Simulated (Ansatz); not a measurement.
BClH$_{5}$NSi$_{2}$, SMILES `BN1[SiH2][SiH]1Cl`. Total charge 0; spin multiplicity 1.

| atom | x (Å) | y (Å) | z (Å) |
| --- | --- | --- | --- |
| B1 | 1.186 | 1.289 | -0.040 |
| N2 | 0.211 | 0.275 | 0.005 |
| Si3 | -1.449 | -0.044 | -0.537 |
| Si4 | -0.072 | -1.317 | 0.662 |
| Cl5 | 1.045 | -2.833 | -0.137 |
| H6 | 2.254 | 1.107 | 0.475 |
| H7 | 0.935 | 2.327 | -0.588 |
| H8 | -1.614 | -0.210 | -2.001 |
| H9 | -2.492 | 0.846 | 0.028 |
| H10 | -0.003 | -1.439 | 2.133 |

Problem. List the harmonic frequencies (cm⁻¹, unscaled) at PBE0-D4/def2-TZVP in Ansatz. (An estimate is asked.)

Solution. Computed: 91, 141, 189, 256, 332, 410, 486, 529, 568, 647, 684, 711, 774, 806, 949, 995, 1027, 1219, 1386, 2228, 2247, 2255, 2552, 2634.

Problem. Is this a minimum?

Solution. Yes, all 24 modes are real.

Problem. Give the ideal-gas thermochemistry at 298.15 K and 1 bar (rigid rotor, harmonic oscillator; point group C1, symmetry number 1).

Solution. Zero-point energy 144.2 kJ/mol; H(298) − E = 165.8 kJ/mol; entropy 353.1 J/(mol·K), of which translation 168.7, rotation 117.0, vibration 67.4; G(298) − E = 60.5 kJ/mol. Modes under 100 cm⁻¹ are hindered rotations or soft bends, so the harmonic entropy is rough.

Problem. Rotational constants (cm⁻¹)?

Solution. 0.1373, 0.05459, 0.04459.
